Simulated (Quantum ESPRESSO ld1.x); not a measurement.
All-electron atom: O+ in [He] 2s2 2p3 (the NIST ground configuration).

Method: Dirac Kohn-Sham, PBE, spin-unpolarised, spherical densities, point nucleus; open shells are shared between the two j in proportion to 2j + 1; speed of light set to 13703.6 atomic units (100 times the physical value, a model run); computed with ld1.x of Quantum ESPRESSO 7.5.

Energy parts (eV):
| part | energy |
|---|---|
| total | -2022.9 |
| kinetic | 2017.9 |
| electron-nucleus | -4692.2 |
| Hartree | 864.3 |
| exchange-correlation | -212.9 |

Orbitals (lengths in bohr, moments of r in powers of bohr; r(max) is where P^2 peaks; r(90%) holds 90 % of the orbital's charge):
orbital  occ.  eigenvalue (eV)  r(90%)  r(max)     <r^4>
1s1/2       2         -533.129   0.358  0.1293  0.007601
2s1/2       2         -39.6119    1.72  0.8547     3.805
2p1/2       1         -24.4572    1.89  0.7825     5.743
2p3/2       2         -24.4572    1.89  0.7825     5.743

The highest occupied level is 2p3/2 at -24.457 eV. The density falls to 0.001 e/bohr^3 at r = 2.88 bohr.

Run on one thread of a shared host, so times are rough (Intel(R) Xeon(R) Processor @ 2.60GHz): 0.48 s of CPU time, 1.1 s wall, 29 iterations on 1837 mesh points.
